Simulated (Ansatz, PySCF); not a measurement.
Complex: PH3 (SMILES P) (first 4 atoms) with AsH3 (SMILES [AsH3]); geometry from B3LYP-D3(BJ)/def2-TZVP.
(charge 0, multiplicity 1):
```xyz
8

P     -0.552     0.177     0.274
H      0.716    -0.456     0.256
H     -1.264    -1.048     0.245
H     -0.594     0.343    -1.135
As    -0.451    -0.241     3.890
H     -1.815     0.436     3.928
H      0.282     1.092     3.948
H     -0.416    -0.402     5.408
```

Interaction energies are E(AB) − E(A) − E(B) at the monomers' geometry in the complex; basis-set methods are counterpoise corrected. Rows marked so take none.

Cores are frozen in the correlated methods. Filled d and f shells under p-block atoms count as core. Rows in 6-31G*, LANL2DZ carry no dispersion term and start afresh at each structure (6-31G* with six Cartesian d functions); the Pople sets are all-electron and without relativity. LANL2DZ brings its own core potentials from Na on.

Codes used: Ansatz (a quantum-chemistry and plane-wave program); PySCF for 6-31G* rows, LANL2DZ rows, the dispersion terms. Each number belongs to the level named beside it.

```json
[
 {"level": "HF/6-31G* (no counterpoise)", "interaction energy (meV)": "29.9"},
 {"level": "BLYP/def2-TZVPPD", "interaction energy (meV)": "29.8"},
 {"level": "BLYP-D4/def2-TZVPPD", "interaction energy (meV)": "-66.4"},
 {"level": "B3LYP/LANL2DZ (no counterpoise)", "interaction energy (meV)": "-13.3"},
 {"level": "B3LYP-D4/def2-TZVPPD", "interaction energy (meV)": "-67.2"},
 {"level": "BHLYP-D4/def2-TZVPPD", "interaction energy (meV)": "-71.8"},
 {"level": "B2PLYP/def2-TZVPPD", "interaction energy (meV)": "-12.5"},
 {"level": "SCS-MP2/def2-SVPD", "interaction energy (meV)": "-20.3"},
 {"level": "SCS-MP2/def2-TZVPPD", "interaction energy (meV)": "?"}
]
```

### Question
What belongs in the gaps?

### Answer

- SCS-MP2/def2-TZVPPD, interaction energy (meV): -29.4
